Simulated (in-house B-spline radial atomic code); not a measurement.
RPA and G0W0 for Te+, [Kr] 4d10 5s2 5p3, highest spin, as one setting changes: the radius of a hard wall (bohr). Start: Hartree-Fock. A dash marks a level of low quasi-particle weight. Computed with a B-spline radial code for spherical atoms: all electrons, scalar-relativistic (spin-free one-electron X2C), finite nucleus, each spin shell either full or empty, empty states to l = 9 with an (l + 1/2)⁻⁴ tail; G0W0 by contour deformation at full frequency.

Spin-orbit coupling, left out, splits p levels strongly here.

```
radius of a hard wall (bohr)  mean-field level (eV)  G0W0 level (eV)  RPA correlation (Eh)
                           2                  73.03      5p up 71.69               -3.9133
                         2.5                      ?                ?                     ?
                           3                 -2.185     5p up -3.131               -3.7517
                         3.5                -10.843    5p up -11.700               -3.7192
                           4                -14.896    5p up -15.681               -3.6999
                           5                      ?                ?                     ?
                           6                -18.615    5p up -19.223               -3.6778
                           8                -18.822    5p up -19.382               -3.6757
                          12                -18.830    5p up -19.384               -3.6748
```

Question: What belongs in the row for 5?

Answer: mean-field level (eV): -17.879; G0W0 level (eV): 5p up -18.556; RPA correlation (Eh): -3.6828.

Question: What belongs in the row for 2.5?

Answer: mean-field level (eV): 18.128; G0W0 level (eV): 5p up 17.048; RPA correlation (Eh): -3.8064.
